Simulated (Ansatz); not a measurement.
Relaxation of FH$_{5}$W (7 atoms, charge 0, multiplicity 1), to a largest force component of 0.03 eV/Å in at most 50 steps.

All numbers below come from Ansatz 0.2.0, RKS BLYP/def2-SVP.

```xyz
7
Properties=species:S:1:pos:R:3:forces:R:3
W -0.442 -0.011 -0.162 0.21 -0.05 0.06
H 1.940 0.133 1.515 -0.91 0.68 1.51
H 2.264 -0.123 0.921 0.75 -0.66 -1.60
H -0.549 1.468 0.732 0.00 0.01 0.03
H -1.934 -0.127 -0.940 -0.07 0.01 -0.01
F -0.530 -1.685 0.587 -0.02 0.00 0.00
H 0.150 0.215 -1.753 0.03 0.00 0.01
```

Where does it end, and by what steps?

The forces met the threshold. After 12 steps the energy has fallen by 2.137 eV; H3 moved furthest, 1.25 Å. Parted: H2–H3 (0.72 → 1.82 Å). Joined: W1–H2 (2.92 → 1.70 Å), W1–H3 (2.92 → 1.70 Å).

```csv
step,energy less start (eV),largest force component (eV/Å),accepted
0,0.0000,1.603,yes
1,-0.1184,0.404,yes
2,-0.2422,0.413,yes
3,-0.4349,0.504,yes
4,-0.7107,0.899,yes
5,-1.0082,1.101,yes
6,-1.3534,0.913,yes
7,-1.7460,0.810,yes
8,-1.9639,1.194,yes
9,-2.1278,0.249,yes
10,-2.1367,0.051,yes
11,-2.1369,0.031,yes
12,-2.1369,0.001,yes
```

```xyz
7
Properties=species:S:1:pos:R:3
W 0.059 -0.237 0.207
H 1.020 0.636 1.306
H 1.707 -0.122 -0.197
H -0.713 1.070 0.973
H -1.098 0.581 -0.735
F -0.473 -1.903 0.803
H 0.398 -0.155 -1.458
```

Run time: 22 s on 1 thread of Intel(R) Xeon(R) Platinum 8488C (Sapphire Rapids), with other jobs on the host, peak memory 0.14 GiB.
